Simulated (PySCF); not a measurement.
# Cost of excited-state runs on `ClBr`, BrCl

Geometry:
```json
{"atom": "Cl1", "x (Å)": "1.088", "y (Å)": "-0.012", "z (Å)": "-0.005"}
{"atom": "Br2", "x (Å)": "-1.080", "y (Å)": "-0.002", "z (Å)": "-0.017"}
```

PySCF with density fitting, on 1 thread of an Intel Xeon Platinum 8375C, shared host. Command: `OMP_NUM_THREADS=1 python excited_run.py task.json out`

Q: How long does each of these runs take, and how much memory?
- vibronic structure, CAM-B3LYP/cc-pVDZ; Tamm-Dancoff; with frequencies; grid level 1
- excited-state relaxation, CAM-B3LYP/cc-pVDZ; state S1; TDA; with frequencies; grid level 1
- excited-state relaxation, CAM-B3LYP/cc-pVDZ; state T1; UKS; with frequencies; grid level 1

A: 
| run | level | basis functions | wall time | peak memory (GiB) |
| --- | --- | --- | --- | --- |
| vibronic structure | CAM-B3LYP/cc-pVDZ | 45 | 2 s | 0.32 |
| excited-state relaxation | CAM-B3LYP/cc-pVDZ | 45 | 35 s | 0.31 |
| excited-state relaxation | CAM-B3LYP/cc-pVDZ | 45 | 23 s | 0.31 |

Times from a shared host are rough.
